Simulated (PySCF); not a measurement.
**Radial density of Hf⁶¹⁺ (hafnium, charge +61)**

TPSS, [Ne] 3s1, 2S determinant. Computed with PySCF 2.14 in an uncontracted even-tempered set (16 s from 17 bohr⁻², ratio 2.5; 10 p from 22 bohr⁻², ratio 2.5; 4 d from 79 bohr⁻², ratio 2.7; 4 f from 120 bohr⁻², ratio 2.7), with the non-relativistic Hamiltonian (point nucleus).

```json
{"r (bohr)": "0.000322", "4πr²ρ (e/bohr)": "0.3292", "4πr²(ρα − ρβ)": "0.0045"}
{"r (bohr)": "0.000542", "4πr²ρ (e/bohr)": "0.9022", "4πr²(ρα − ρβ)": "0.0124"}
{"r (bohr)": "0.000911", "4πr²ρ (e/bohr)": "2.420", "4πr²(ρα − ρβ)": "0.0332"}
{"r (bohr)": "0.00153", "4πr²ρ (e/bohr)": "6.262", "4πr²(ρα − ρβ)": "0.0857"}
{"r (bohr)": "0.00258", "4πr²ρ (e/bohr)": "15.24", "4πr²(ρα − ρβ)": "0.2072"}
{"r (bohr)": "0.00434", "4πr²ρ (e/bohr)": "33.49", "4πr²(ρα − ρβ)": "0.4461"}
{"r (bohr)": "0.00729", "4πr²ρ (e/bohr)": "62.04", "4πr²(ρα − ρβ)": "0.7741"}
{"r (bohr)": "0.0123", "4πr²ρ (e/bohr)": "87.21", "4πr²(ρα − ρβ)": "0.8574"}
{"r (bohr)": "0.0206", "4πr²ρ (e/bohr)": "84.15", "4πr²(ρα − ρβ)": "0.2429"}
{"r (bohr)": "0.0347", "4πr²ρ (e/bohr)": "76.82", "4πr²(ρα − ρβ)": "0.3642"}
{"r (bohr)": "0.0584", "4πr²ρ (e/bohr)": "104.1", "4πr²(ρα − ρβ)": "2.4166"}
{"r (bohr)": "0.0982", "4πr²ρ (e/bohr)": "62.75", "4πr²(ρα − ρβ)": "0.0885"}
{"r (bohr)": "0.165", "4πr²ρ (e/bohr)": "11.75", "4πr²(ρα − ρβ)": "5.5217"}
{"r (bohr)": "0.278", "4πr²ρ (e/bohr)": "2.906", "4πr²(ρα − ρβ)": "2.8710"}
{"r (bohr)": "0.467", "4πr²ρ (e/bohr)": "0.05011", "4πr²(ρα − ρβ)": "0.0501"}
```

A non-relativistic calculation at this Z misses sizeable relativistic shifts. Spin-orbit coupling, which splits the p, d and f shells strongly at this Z, is absent.
